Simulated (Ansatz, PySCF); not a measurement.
C5H6F2, SMILES C=C/C(F)=C(\C)F. Atoms are numbered in the order given.

```xyz
13

C      0.5167    -2.6656     0.0000
C      0.8157    -1.3620     0.0000
C     -0.2018    -0.3098     0.0000
F     -1.4720    -0.7504     0.0000
C      0.0090     1.0157     0.0000
C      1.3039     1.7549     0.0000
F     -1.0605     1.8278     0.0000
H     -0.5220    -3.0062     0.0000
H      1.3051    -3.4224     0.0000
H      1.8592    -1.0368     0.0000
H      2.1675     1.0796     0.0000
H      1.3621     2.4029    -0.8893
H      1.3621     2.4029     0.8893
```
Charge 0, spin multiplicity 1.

Geometry: ωB97X-D3(BJ)/def2-SVP. Other conformers were not sampled.

Two levels are set side by side: PBE-D3(BJ)/def2-SVP (Ansatz, an electronic-structure program) and ωB97X-D3(BJ)/def2-SVP (PySCF). Each level has its own optimised geometry; the coordinates shown are those of the second. Frequencies come from the Hessian of PySCF at each geometry. Differences are taken from unrounded values.

| quantity | ωB97X-D3(BJ) | PBE-D3(BJ) | PBE-D3(BJ) minus ωB97X-D3(BJ) |
|---|---|---|---|
| mean bond length (Å) | 1.242 | 1.248 | 0.007 |
| bond C1–C2 (Å) | 1.337 | 1.353 | 0.015 |
| bond C2–C3 (Å) | 1.464 | 1.450 | -0.014 |
| bond C3–F4 (Å) | 1.344 | 1.352 | 0.007 |
| bond C3–C5 (Å) | 1.342 | 1.363 | 0.021 |
| bond C5–C6 (Å) | 1.491 | 1.487 | -0.004 |
| bond C5–F7 (Å) | 1.343 | 1.349 | 0.006 |
| bond C1–H8 (Å) | 1.093 | 1.100 | 0.007 |
| bond C1–H9 (Å) | 1.093 | 1.099 | 0.006 |
| bond C2–H10 (Å) | 1.093 | 1.101 | 0.008 |
| bond C6–H11 (Å) | 1.096 | 1.104 | 0.008 |
| bond C6–H12 (Å) | 1.102 | 1.111 | 0.009 |
| bond C6–H13 (Å) | 1.102 | 1.111 | 0.009 |
| highest harmonic wavenumber (cm⁻¹) | 3293 | 3199 | -94 |
| mean harmonic wavenumber (cm⁻¹) | 1317 | 1264 | -54 |
| zero-point energy (kcal/mol) | 62.14 | 59.61 | -2.53 |

Exact exchange shortens and stiffens bonds; PBE has none. Differences between two approximate levels are no errors against the true value.
